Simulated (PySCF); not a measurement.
## InCl₂⁺ + Br₂ → InBr₂⁺ + Cl₂

Level: PBE0 in the def2-TZVP basis family, computed in PySCF with density fitting; scalar-relativistic core potentials for atoms from Rb on, none lighter, no spin–orbit coupling; open shells unrestricted.

```
species               state and structure       E (Eh)  ZPE (kJ/mol)  H(298 K) − H(0) (kJ/mol)  S° (J/(mol K))
 InCl₂⁺  singlet, D∞h, In–Cl 2.203 Å (×2)  -1110.05046           6.4                      14.0           283.1
    Br₂       singlet, D∞h, Br–Br 2.281 Å  -5147.70672           2.0                       9.7           244.8
 InBr₂⁺  singlet, D∞h, In–Br 2.345 Å (×2)  -5337.66410           4.5                      15.1           305.8
    Cl₂       singlet, D∞h, Cl–Cl 1.982 Å   -920.08940           3.5                       9.1           222.5
```

Question: What is the electronic reaction energy?

Answer: At PBE0/def2-TZVP, ΔE = 9.7 kJ/mol from the differences of the total energies times 2625.5, uphill. 

Question: Add zero-point, thermal and entropy terms for 298.15 K and 1 bar.

Answer: ΔZPE = -0.4 and Δ[H(298) − H(0)] = 0.5 kJ/mol give ΔH° = 9.8 kJ/mol. ΔS° = 0.4 J/(mol K), so ΔG° = 9.8 − 298.15 × (0.0004) = 10 kJ/mol and log₁₀K = -1.7.

Each species is the lowest minimum found with this bonding; other isomers or fragments can lie lower.
